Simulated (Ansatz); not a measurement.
Start from `CS[SiH2]O` and change one atom or group to get `CO[SiH2]SC`.

Ansatz, PBE0-D4/def2-TZVP geometries, multiplicity 1. Each molecule was computed in one conformer, which needn't be the lowest.

```json
{"property": "HOMO energy (B3LYP/def2-TZVPP) / eV", "`CS[SiH2]O`": "-6.84"}
{"property": "HOMO energy (PBE/def2-TZVPP) / eV", "`CS[SiH2]O`": "-5.87"}
{"property": "LUMO energy (PBE0/def2-TZVPP) / eV", "`CS[SiH2]O`": "0.25"}
{"property": "zero-point energy (PBE0-D4/def2-TZVP) / kJ/mol", "`CS[SiH2]O`": "186.0"}
{"property": "size of the dipole moment (B3LYP/def2-TZVPP) / D", "`CS[SiH2]O`": "1.11"}
{"property": "LUMO energy (B3LYP/def2-TZVPP) / eV", "`CS[SiH2]O`": "-0.02"}
```

Give the same properties after the change, and the shifts. (An estimate is asked.)

Computed: 
```csv
property,`CO[SiH2]SC`,shift
HOMO energy (B3LYP/def2-TZVPP) / eV,-6.81,0.03
HOMO energy (PBE/def2-TZVPP) / eV,-5.85,0.02
LUMO energy (PBE0/def2-TZVPP) / eV,0.41,0.16
zero-point energy (PBE0-D4/def2-TZVP) / kJ/mol,260.6,74.6
size of the dipole moment (B3LYP/def2-TZVPP) / D,1.16,0.05
LUMO energy (B3LYP/def2-TZVPP) / eV,0.17,0.19
```

The zero-point energy changes by 74.6 kJ/mol with +9 modes. Dipoles are sizes alone; their direction can turn.

B3LYP here is the variant with VWN-RPA as its local correlation; programs differ in this.
